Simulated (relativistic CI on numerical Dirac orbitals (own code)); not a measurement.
## Hyperfine structure of Gd42+, mass number 155

Calculated at this level of theory: Dirac-Coulomb-Breit CI, orbitals from a KLI potential per configuration, model QED, unscaled Slater integrals (own radial code, finite nucleus).

CI space (outside the closed core [Ne]): 3s²3p⁶3d⁴, 3s²3p⁵3d⁵, 3s3p⁶3d⁵, 3s²3p⁶3d³4s, 3s²3p⁶3d³4p, 3s²3p⁶3d³4d, 3s²3p⁵3d⁴4s, 3s²3p⁶3d³4f, 3s3p⁶3d⁴4s, 3p⁶3d⁵4p, 3p⁶3d⁶, 3p⁵3d⁷, 3p⁵3d⁶4s, 3p⁶3d⁵4s, 3p⁵3d⁵4s², 3s²3p⁶3d²4s², 3s²3p⁶3d4s²4p, 3s²3p⁶3d4s²4d. Double excitations out of closed p, d and f shells are left out; levels of such configurations are missing from the list, as are those of other unlisted configurations, and high levels can miss mixing partners.

Nuclear spin I = 3/2, μ = -0.2591 μN, Q = 1.27 b (tables of Stone and Pyykkö). The electronic factors are computed for point nuclear moments, without core polarisation or the Bohr-Weisskopf and QED corrections.

```csv
Level,E (eV),A (MHz),B (MHz)
3s²3p⁶3d⁴ ⁵D1,28.4150,62.79,15800
3s²3p⁶3d⁴ ⁵D2,39.5299,-4026,32500
3s²3p⁶3d⁴ ³H5,72.3552,-5927,39400
3s²3p⁶3d⁴ ³H6,74.8158,-6254,47600
3s²3p⁶3d⁴ ³G4,79.3703,-6710,-15500
```

Levels with J = 0, under 50 % of one LS term, or S terms without an open s electron are left out. Small factors come from cancelling terms and can be off by tens of per cent or more.

At this charge energies of transitions that change n are usually good to better than 1 %, and those within a shell (Δn = 0) to a few per cent.

(1) Give the hyperfine levels of 3s²3p⁶3d⁴ ⁵D2 relative to its centre of gravity.

Answers

(1) With K = F(F + 1) − I(I + 1) − J(J + 1), E = AK/2 + B[¾K(K + 1) − I(I + 1)J(J + 1)]/[2I(2I − 1)J(2J − 1)]: F = 1/2: 46590, F = 3/2: 12080, F = 5/2: -18320, F = 7/2: -3946 MHz.

LS names give the leading component of a level, which can be under half, so a name can repeat, a term be missing and a line seem to break the LS rules.
